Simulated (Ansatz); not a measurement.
Total energies of H3O4Si, SMILES `[O][Si](O)(O)O` radical.

Z-matrix (Å, degrees):
```
Si
O 1 1.631
O 1 1.622 2 116.6
O 1 1.656 2 102.2 3 -116.3
O 1 1.624 2 108.2 3 120.2
H 2 0.959 1 117.6 3 62.0
H 3 0.959 1 116.9 2 106.3
H 5 0.958 1 118.2 2 48.3
```

Total charge 0; spin multiplicity 2. The geometry is a stationary point of PBE0-D4/def2-TZVP. It is one conformer, not always the lowest. Basis def2-TZVPP, the Gaussian-basis code of Ansatz.

RPA on PBE orbitals: Hartree–Fock energy of these orbitals -590.37048 Eh, correlation -1.59220 Eh (frozen core).

```tsv
functional	energy without D4 (Eh)	D4 term (kJ/mol)
LDA (SPW92)	-589.16468	–
BLYP	-592.42944	-34.8
r2SCAN	-592.31003	-3.6
B97M-V	-592.30954	–
PBE0	-592.03199	-12.8
B3LYP	-592.49390	-25.0
HSE06 (plane-wave form)	-592.01259	-11.9
LC-ωPBE	-592.20577	–
ωB97X-V	-592.32164	–
B2PLYP	-592.16943	–
```

Q: Give the same for PBE, revPBE, r2SCANh, r2SCAN0, BHLYP, CAM-B3LYP, ωB97M-V, PBE-QIDH. (An estimate is asked.)

A: Ansatz gave: 
```tsv
functional	energy without D4 (Eh)	D4 term (kJ/mol)
PBE	-592.00556	-15.4
revPBE	-592.30292	-49.8
r2SCANh	-592.29012	-3.8
r2SCAN0	-592.26211	-4.2
BHLYP	-592.34064	-18.3
CAM-B3LYP	-592.39492	-12.9
ωB97M-V	-592.37616	–
PBE-QIDH	-591.91199	–
```

B3LYP takes the VWN-RPA correlation (the form of Gaussian; ORCA's B3LYP/G). HSE06 is the plane-wave form, built on full-range PBE exchange. The double hybrids freeze the cores in their second-order part.

LC-ωPBE has ω = 0.4 bohr⁻¹.
